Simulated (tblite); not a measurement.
Compound: C₅H₁₀BrFGe.
Numbering: `[CH2:1]=[C:2]([CH3:3])[GeH2:4][C@@H:5]([F:6])[CH2:7][Br:8]` (hydrogens: H9, H10 on C1; H11, H12, H13 on C3; H14, H15 on Ge4; H16 on C5; H17, H18 on C7)

Computed with GFN2-xTB (tblite), gas phase: L-BFGS steps from a force-field or distance-geometry start until the largest atomic force falls under 0.01 eV/Å.

Step 29: E = -721.0495 eV
```
atom  x, y, z in Å  |  force x, y, z in eV/Å
C1     -1.7363   -1.3486    0.1432   -0.027   0.016   0.055
C2     -1.5912   -0.1006   -0.2774    0.020  -0.017  -0.006
C3     -2.7728    0.7617   -0.6153    0.019  -0.024  -0.008
Ge4     0.1754    0.7350   -0.4753    0.005  -0.042  -0.004
C5      1.6796   -0.5452   -0.0726   -0.008   0.003  -0.001
F6      1.3663   -1.7684   -0.6505    0.024   0.001  -0.005
C7      3.0138   -0.1122   -0.6421   -0.027  -0.010   0.003
Br8     3.4773    1.6155    0.0774   -0.029   0.005   0.005
H9     -0.8958   -1.9834    0.3704   -0.028   0.014  -0.021
H10    -2.7142   -1.7881    0.2746    0.008  -0.027   0.000
H11    -3.6130    0.5366    0.0391   -0.003   0.013  -0.030
H12    -2.5259    1.8203   -0.5289    0.012  -0.040   0.022
H13    -3.0825    0.5719   -1.6436    0.017   0.030   0.009
H14     0.4055    1.2430   -1.8769    0.001   0.027  -0.011
H15     0.2700    1.9166    0.4468    0.027   0.050   0.007
H16     1.7672   -0.7387    1.0036    0.012   0.005  -0.016
H17     2.9509   -0.0016   -1.7250   -0.003  -0.013  -0.001
H18     3.8168   -0.8073   -0.3887   -0.019   0.009   0.001
```

Step 30: E = -721.0501 eV
```
atom  x, y, z in Å  |  force x, y, z in eV/Å
C1     -1.7393   -1.3474    0.1464   -0.018   0.007   0.042
C2     -1.5906   -0.1010   -0.2775   -0.009  -0.027  -0.003
C3     -2.7719    0.7612   -0.6159    0.012  -0.010  -0.004
Ge4     0.1756    0.7325   -0.4772    0.013  -0.031   0.012
C5      1.6801   -0.5460   -0.0735    0.026  -0.008  -0.006
F6      1.3681   -1.7696   -0.6516    0.024   0.001  -0.003
C7      3.0154   -0.1120   -0.6424   -0.033  -0.002   0.003
Br8     3.4732    1.6194    0.0768   -0.030  -0.022  -0.009
H9     -0.9002   -1.9845    0.3712   -0.017   0.006  -0.011
H10    -2.7179   -1.7850    0.2784    0.008  -0.021   0.002
H11    -3.6144    0.5341    0.0352    0.003   0.006  -0.036
H12    -2.5262    1.8194   -0.5236    0.014  -0.031   0.015
H13    -3.0780    0.5755   -1.6462    0.018   0.032   0.015
H14     0.4049    1.2437   -1.8767    0.003   0.026  -0.024
H15     0.2719    1.9123    0.4468    0.022   0.052   0.008
H16     1.7674   -0.7396    1.0029    0.011   0.007  -0.023
H17     2.9518   -0.0021   -1.7261    0.005  -0.013   0.023
H18     3.8215   -0.8046   -0.3882   -0.051   0.028  -0.002
```

Step 31: E = -721.0507 eV
```
atom  x, y, z in Å  |  force x, y, z in eV/Å
C1     -1.7428   -1.3461    0.1507   -0.005  -0.007   0.020
C2     -1.5903   -0.1019   -0.2778   -0.035  -0.031   0.003
C3     -2.7707    0.7605   -0.6166    0.002   0.008   0.001
Ge4     0.1760    0.7292   -0.4790    0.017   0.000   0.024
C5      1.6810   -0.5470   -0.0746    0.046  -0.018  -0.010
F6      1.3706   -1.7708   -0.6529    0.021  -0.005  -0.002
C7      3.0165   -0.1116   -0.6427   -0.028   0.011   0.001
Br8     3.4682    1.6232    0.0760   -0.029  -0.042  -0.020
H9     -0.9052   -1.9855    0.3719    0.001  -0.007   0.005
H10    -2.7219   -1.7823    0.2824    0.001  -0.016   0.007
H11    -3.6160    0.5316    0.0304    0.004  -0.005  -0.036
H12    -2.5263    1.8179   -0.5175    0.020  -0.013   0.009
H13    -3.0730    0.5801   -1.6488    0.018   0.030   0.010
H14     0.4043    1.2449   -1.8768    0.003   0.021  -0.027
H15     0.2744    1.9088    0.4469    0.015   0.041   0.002
H16     1.7679   -0.7403    1.0019    0.009   0.006  -0.021
H17     2.9529   -0.0030   -1.7269    0.009  -0.011   0.035
H18     3.8256   -0.8014   -0.3877   -0.070   0.038  -0.001
```

Step 32: E = -721.0513 eV
```
atom  x, y, z in Å  |  force x, y, z in eV/Å
C1     -1.7472   -1.3447    0.1560    0.009  -0.023  -0.007
C2     -1.5906   -0.1034   -0.2782   -0.046  -0.025   0.011
C3     -2.7694    0.7598   -0.6174   -0.006   0.023   0.005
Ge4     0.1768    0.7253   -0.4805    0.013   0.036   0.028
C5      1.6828   -0.5485   -0.0761    0.040  -0.023  -0.012
F6      1.3743   -1.7724   -0.6547    0.019  -0.016  -0.003
C7      3.0174   -0.1108   -0.6430   -0.018   0.025  -0.002
Br8     3.4620    1.6269    0.0744   -0.024  -0.048  -0.025
H9     -0.9112   -1.9866    0.3730    0.019  -0.022   0.023
H10    -2.7267   -1.7792    0.2875   -0.007  -0.012   0.014
H11    -3.6180    0.5284    0.0240    0.000  -0.017  -0.031
H12    -2.5261    1.8160   -0.5102    0.027   0.011   0.005
H13    -3.0668    0.5861   -1.6517    0.017   0.027  -0.002
H14     0.4039    1.2465   -1.8775    0.002   0.011  -0.019
H15     0.2773    1.9051    0.4472    0.007   0.024  -0.008
H16     1.7690   -0.7411    1.0002    0.010   0.001  -0.012
H17     2.9546   -0.0042   -1.7273    0.009  -0.005   0.030
H18     3.8291   -0.7968   -0.3869   -0.071   0.034   0.005
```

Task: Estimate the geometry and energy of step 33. (The exact step hangs on the optimiser's Hessian estimate; all steps are aligned on step 32, rigid shifts and turns removed.)

Result: E = -721.0520 eV, largest force 0.063 eV/Å
```
atom  x, y, z in Å  |  force x, y, z in eV/Å
C1     -1.7521   -1.3438    0.1617    0.020  -0.036  -0.031
C2     -1.5916   -0.1053   -0.2785   -0.036  -0.013   0.018
C3     -2.7682    0.7596   -0.6182   -0.010   0.030   0.006
Ge4     0.1779    0.7212   -0.4818   -0.001   0.059   0.021
C5      1.6856   -0.5507   -0.0781    0.008  -0.019  -0.010
F6      1.3793   -1.7746   -0.6570    0.018  -0.025  -0.003
C7      3.0183   -0.1092   -0.6434   -0.008   0.030  -0.007
Br8     3.4547    1.6305    0.0721   -0.016  -0.035  -0.022
H9     -0.9177   -1.9883    0.3749    0.031  -0.032   0.038
H10    -2.7326   -1.7755    0.2938   -0.011  -0.011   0.020
H11    -3.6204    0.5242    0.0161   -0.009  -0.023  -0.022
H12    -2.5258    1.8145   -0.5018    0.032   0.030   0.004
H13    -3.0595    0.5936   -1.6552    0.016   0.025  -0.016
H14     0.4035    1.2480   -1.8785    0.000  -0.001  -0.002
H15     0.2802    1.9010    0.4478    0.000   0.010  -0.016
H16     1.7706   -0.7421    0.9981    0.012  -0.007   0.000
H17     2.9571   -0.0055   -1.7274    0.005   0.003   0.008
H18     3.8321   -0.7911   -0.3858   -0.052   0.016   0.015
```

The energy changes by -0.0007 eV. The first-order estimate −F·Δx gives -0.0009 eV and the mean of the old and new forces, exact on a quadratic surface, -0.0007 eV. The step makes an angle of 78° with the force vector and moves no atom by more than 0.011 Å.

What follows is the cost of the whole relaxation. Hardware: one thread of an Arm Neoverse V1, no GPU, shared host. Cost: 0.8 s.
